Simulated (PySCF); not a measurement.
# Computed properties of C4H10OSi, SMILES C[C@H]1OC[Si@H]1C

C4H10OSi, SMILES [Si@H]1(CO[C@@H]1C)C. Geometry optimised at PBE0-D3(BJ)/def2-SVP. The structure was generated by enumeration; whether it is a known compound was not checked. The values are those of a single conformer. All values are computed for the isolated molecule unless a solvent is named; none is compared with measurement here.

**Structure.** All 42 harmonic modes at PBE0-D3(BJ)/def2-SVP (PySCF) are real, so it is a minimum. With heavy atoms numbered as in [CH3:1][C@H:2]1[O:3][CH2:4][Si@H:5]1[CH3:6], the shortest bond between them is O3–C4 at 1.433 Å and the longest C2–Si5 at 1.914 Å.

**Vibrations.** The strongest infrared lines (harmonic, unscaled, degenerate partners summed) lie at 2205 cm⁻¹ (158 km/mol, H 97 %), 899 cm⁻¹ (113 km/mol, H 75 %, C 14 %, Si 11 %), 1098 cm⁻¹ (85 km/mol, C 54 %, H 26 %, O 20 %). The softest mode is at 64 cm⁻¹ and the zero-point energy is 82.9 kcal/mol.

**Electronic structure.** r2SCAN/def2-TZVP (PySCF) places the frontier levels at -5.68 and 0.00 eV, a gap of 5.68 eV, and gives a dipole moment of 1.71 D and a mean polarisability of 77.8 bohr³. PBE/def2-TZVP (PySCF) at the same geometry gives -5.42 and -0.37 eV, so its gap is 0.63 eV narrower. An orbital gap is neither the optical nor the fundamental gap.

**Excitations.** TDA-B3LYP/def2-SVPD (PySCF) has S1 at 5.90 eV (210 nm, f = 0.009, weak); the most intense of the 6 singlets computed lies at 6.52 eV (f = 0.01). T1 (TDA) is at 5.72 eV, 0.18 eV under S1. TDA-PBE/def2-SVPD (PySCF) puts S1 at 5.16 eV. No vertical singlet excitation falls in the visible range (under 3.1 eV).

**NMR.** GIAO shifts at PBE0/pcSseg-1 (PySCF) (non-relativistic, atoms alike by connectivity averaged): ¹³C from -5.1 to 76.3 ppm against TMS; ¹H from 0.8 to 5.6 ppm against TMS; ²⁹Si at 10.3 ppm against TMS.

**Solvation.** SMD-PBE0/6-31G* (PySCF) gives -1.2 kcal/mol in water, -3.3 kcal/mol in ethylethanoate, -3.8 kcal/mol in dichloromethane (1 M in both phases, gas-phase geometry); of these solvents dichloromethane holds the molecule best.
